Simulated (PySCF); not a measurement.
Gas-phase reaction: GaHCl₂ = GaCl₂ + H

Method: PySCF energies (xtb for GFN2) plus ideal-gas RRHO corrections (1 bar). † marks an energy on the PBE0/def2-TZVP geometry and frequencies; other levels use their own. MP2 freezes the core. 6-31G* has spherical d functions here. Open shells (unrestricted): GaCl₂ (multiplicity 2), H (multiplicity 2); the rest are closed-shell singlets. GFN2 has no spin-polarisation term. Ga: all electrons, no relativistic terms. GaHCl₂, GaCl₂: computed as isolated molecules; such fragments, hydroxides, amides, oligomers or adducts are transient or little studied in the gas. MP2 isn't extrapolated to the basis-set limit.

| level | ΔH°(298 K), kJ |
|---|---|
| GFN2-xTB | 344 |
| HF/6-31G* | 245 |
| M06-2X/def2-TZVP† | 313 |
| MP2/def2-SVP† | 313 |
| MP2/def2-TZVPP† | … |
| PBE/def2-SVP | 304 |
| PBE/def2-TZVP† | 303 |
| r2SCAN/def2-TZVP† | … |
| LDA/def2-TZVP† | … |
| ωB97X-V/def2-TZVP† | … |

Q: What belongs in the gaps?

A: 
- MP2/def2-TZVPP†, ΔH°(298 K), kJ: 322
- r2SCAN/def2-TZVP†, ΔH°(298 K), kJ: 315
- LDA/def2-TZVP†, ΔH°(298 K), kJ: 345
- ωB97X-V/def2-TZVP†, ΔH°(298 K), kJ: 333
